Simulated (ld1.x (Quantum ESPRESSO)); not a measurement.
## Logarithmic derivatives: vanadium, TM

ld1.x (Quantum ESPRESSO) 7.5 input, shortened:

```
&input
   title='V', zed=23., rel=1, dft='PZ', iswitch=3,
   config='[Ar] 3d3 4s2 4p0'
 /
 &inputp
   pseudotype=2, tm=.true., lloc=2,
   nlcc=.false.
 /
3
3S  1  0   2.00   0.00  1.45  1.45  0.0
3P  2  1   6.00   0.00  1.25  1.25  0.0
3D  3  2   3.00   0.00  2.15  2.15  0.0
 &test
   configts(1)='3s2 3p6 3d3 4s2 4p0'
 /
```

Occupied shells without a wave of their own: 4s. They enter only through the test configuration that unscreens the potential.

The phase is arctan(r·u′/u) with u = r·R(r), unwrapped; energies in Ry, scanned from -7 to 5 Ry. A pole is an energy at which the radial function vanishes at the test radius. The pseudo phase is shifted by a multiple of π to meet the all-electron one at the reference energy, and phase errors are pseudo minus all-electron; the curves can meet again beyond the range given. Levels narrower than the energy grid can be missing from the lists of poles.

**Question.** For each channel, where are the poles, and over which energies does the pseudopotential scatter like the atom?

**Answer.**

| channel | radius (bohr) | reference energy (Ry) | poles, all-electron | poles, pseudo | unbroken range about the reference energy with phases within 0.05 rad | phase error 1 Ry above the reference energy (rad) |
| --- | --- | --- | --- | --- | --- | --- |
| s | 2.36 | -5.13 | -5.09, 3.25 | -5.09, 1.35 | below -0.5 | +0.004 |
| p | 2.36 | -3.23 | -3.13, 4.27 | -3.13, 4.29 | below -0.5 | +0.009 |
| d | 2.36 | -0.40 | -0.04 | -0.02 | below 0.8 | +0.040 |

The potential misses its own reference levels by up to 0.3 eV.

Phases in the p channel:

```json
{"E (Ry)": "-7.00", "all-electron": "1.399", "pseudo": "1.400"}
{"E (Ry)": "-6.48", "all-electron": "1.391", "pseudo": "1.392"}
{"E (Ry)": "-5.96", "all-electron": "1.381", "pseudo": "1.382"}
{"E (Ry)": "-5.44", "all-electron": "1.368", "pseudo": "1.370"}
{"E (Ry)": "-4.92", "all-electron": "1.352", "pseudo": "1.355"}
{"E (Ry)": "-4.40", "all-electron": "1.328", "pseudo": "1.331"}
{"E (Ry)": "-3.88", "all-electron": "1.279", "pseudo": "1.284"}
{"E (Ry)": "-3.36", "all-electron": "0.625", "pseudo": "0.644"}
{"E (Ry)": "-2.84", "all-electron": "-1.733", "pseudo": "-1.728"}
{"E (Ry)": "-2.32", "all-electron": "-1.807", "pseudo": "-1.799"}
{"E (Ry)": "-1.80", "all-electron": "-1.858", "pseudo": "-1.845"}
{"E (Ry)": "-1.28", "all-electron": "-1.916", "pseudo": "-1.895"}
{"E (Ry)": "-0.76", "all-electron": "-1.999", "pseudo": "-1.963"}
{"E (Ry)": "-0.24", "all-electron": "-2.141", "pseudo": "-2.070"}
{"E (Ry)": "0.28", "all-electron": "-2.436", "pseudo": "-2.271"}
{"E (Ry)": "0.80", "all-electron": "-3.120", "pseudo": "-2.724"}
{"E (Ry)": "1.32", "all-electron": "-3.928", "pseudo": "-3.569"}
{"E (Ry)": "1.84", "all-electron": "-4.309", "pseudo": "-4.156"}
{"E (Ry)": "2.36", "all-electron": "-4.482", "pseudo": "-4.411"}
{"E (Ry)": "2.88", "all-electron": "-4.578", "pseudo": "-4.540"}
{"E (Ry)": "3.40", "all-electron": "-4.641", "pseudo": "-4.621"}
{"E (Ry)": "3.92", "all-electron": "-4.686", "pseudo": "-4.678"}
{"E (Ry)": "4.44", "all-electron": "-4.724", "pseudo": "-4.726"}
{"E (Ry)": "4.96", "all-electron": "-4.757", "pseudo": "-4.769"}
```
